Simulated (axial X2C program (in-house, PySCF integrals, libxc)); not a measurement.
## Excited states of ScO⁺ by EOM-EE-CCSD

Calculated with an axial X2C code built on PySCF integrals: two-component X2C with atomic mean-field Coulomb and Gaunt terms, Gaussian nuclei, basis Sc dyall-acv3z, O dyall-av3z with contracted cores.

R = 1.599 Å (near the PBE0 minimum at charge 1 of the determinant lowest at the starting distance; the state shown can have its own minimum elsewhere).

Hartree–Fock spinors of ScO⁺ (one of each Kramers pair; a window near the gap, which can cut inner shells):

```tsv
ω	occupied	ε (eV)	character
1/2	yes	-17.84	72% O p, 20% Sc d, 4% Sc f
3/2	yes	-17.81	71% O p, 20% Sc d, 4% Sc f
1/2	yes	-17.71	67% O p, 24% Sc d, 3% Sc p
1/2	no	-5.97	66% Sc s, 18% Sc p, 9% O p
1/2	no	-3.93	66% Sc p, 26% Sc d, 9% O p
3/2	no	-3.92	66% Sc p, 25% Sc d, 9% O p
1/2	no	-3.27	45% Sc d, 41% Sc p, 6% O p
3/2	no	-3.06	96% Sc d
5/2	no	-3.06	96% Sc d
```

Vertical excitation energies from the closed-shell determinant state of ScO⁺:

| Ω | excitation (eV) | cm⁻¹ | hole of the leading pair | particle of the leading pair | weight of the pair (for Ω = 0 its time-reversed partner can hold as much again) | singles weight |
| --- | --- | --- | --- | --- | --- | --- |
| 0⁻ | 4.120 | 33230 | 67% O pσ, 24% Sc dσ | 58% Sc sσ, 17% Sc dσ, 13% O pσ | 0.46 | 0.93 |
| 1 | 4.120 | 33231 | 67% O pσ, 24% Sc dσ | 58% Sc sσ, 17% Sc dσ, 13% O pσ | 0.93 | 0.93 |
| 3 | 4.295 | 34644 | 66% O pσ, 25% Sc dσ | 97% Sc dδ | 0.91 | 0.92 |
| 0⁺ | 4.302 | 34699 | 67% O pσ, 24% Sc dσ | 62% Sc sσ, 12% O pσ, 12% Sc dσ | 0.45 | 0.92 |
| 2 | 4.309 | 34758 | 66% O pσ, 25% Sc dσ | 97% Sc dδ | 0.52 | 0.92 |
| 1 | 4.326 | 34888 | 66% O pσ, 25% Sc dσ | 98% Sc dδ | 0.91 | 0.92 |

This point took 68 s on 1 thread of AMD EPYC 7B13 (Zen 3), with other jobs on the host.

Reference electrons by ω block (each with its −ω partner): 1/2: 11, 3/2: 3. 16 electrons of ScO⁺ correlated (inner shells frozen), 88 natural virtual spinors (a truncated set); levels can be off by some tenths of an eV. Roots sought by Ω: (0: 5, 1: 4, 2: 3, 3: 1); the list ends where they run out and leaves out roots under 60 % singles weight. The solver can skip a root, and states that need a further excitation, which the method places far too high, are missing though they may lie low or lowest. T1 of the reference 0.030 (Lee–Taylor). Number of frozen shells: Sc 2 s, 1 p; O 1 s. Large amplitudes in the reference (orbital relaxation or multireference character) lower the reliability.
